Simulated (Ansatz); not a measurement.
Basis sets compared for Ge3H5⁻ (the lowest singlet isomer of a short search). Total charge -1; singlet. Geometry PBE-D4/def2-SVPD. Ansatz on 4 threads of Arm Neoverse V1 on a shared host; times are rough, and most runs start from earlier orbitals.

Cartesian coordinates in Å:
```
Ge 1.7874 0.8727 -1.1587
Ge -0.9613 -1.8598 0.9668
Ge -0.3320 0.1132 -0.2817
H -1.3509 0.1884 -1.5058
H 2.4976 1.4240 0.1594
H -0.4345 -1.4881 2.4263
H -2.5077 -1.5145 1.1686
H 1.3014 2.2642 -1.7750
```

The restricted singlet is unstable towards broken spin symmetry in Hartree–Fock (as tested in another run); at PBE-D4/def2-SVPD, PBE-D4/def2-TZVPD, PBE0-D4/def2-SVPD, PBE0-D4/def2-TZVPD this wasn't settled. The structure comes from a short search, and lower isomers may exist.

| level | functions | energy (Eh) | HOMO (eV) | LUMO (eV) | wall time |
| --- | --- | --- | --- | --- | --- |
| PBE-D4/def2-SVPD | 154 | -6232.3208 | -0.47 | 1.11 | 2.1 s |
| PBE0-D4/def2-SVPD | 154 | -6232.4777 | -1.19 | 1.63 | 3.2 s |

Estimate the rows for PBE-D4/def2-TZVPD, PBE0-D4/def2-TZVPD (with forces).


| level | functions | energy (Eh) | HOMO (eV) | LUMO (eV) | wall time |
| --- | --- | --- | --- | --- | --- |
| PBE-D4/def2-TZVPD | 207 | -6233.1070 | -0.51 | 1.07 | 2.9 s |
| PBE0-D4/def2-TZVPD (with forces) | 207 | -6233.2613 | -1.23 | 1.59 | 7.5 s |
